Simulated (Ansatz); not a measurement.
`C#C[Si](Cl)(C#C)C#C` at its PBE0-D4/def2-TZVP geometry, where that method's forces vanish. Total charge 0; spin multiplicity 1.

```xyz
11

C    -2.3792   -1.5869   -0.2930
C    -1.3796   -0.9248   -0.4127
Si    0.1222    0.0699   -0.5884
Cl    0.5334    0.3050   -2.5735
C    -0.1253    1.7001    0.1578
C    -0.2908    2.7844    0.6566
C     1.5157   -0.7691    0.2053
C     2.4421   -1.3279    0.7357
H    -3.2639   -2.1729   -0.1884
H    -0.4372    3.7445    1.0968
H     3.2626   -1.8224    1.2039
```

**Question.** What forces (eV/Å) does PBE-D4/def2-TZVPP give on these atoms in Ansatz 0.2.0? (Best estimate.)

**Answer.** Ansatz gave: 
```
C1  -0.789 -0.523  0.094
C2   0.828  0.548 -0.092
Si3 -0.031 -0.018  0.148
Cl4  0.067  0.038 -0.322
C5   0.136 -0.901 -0.406
C6  -0.130  0.856  0.393
C7  -0.770  0.463 -0.432
C8   0.732 -0.441  0.418
H9  -0.175 -0.116  0.020
H10 -0.029  0.190  0.087
H11  0.162 -0.098  0.092
```
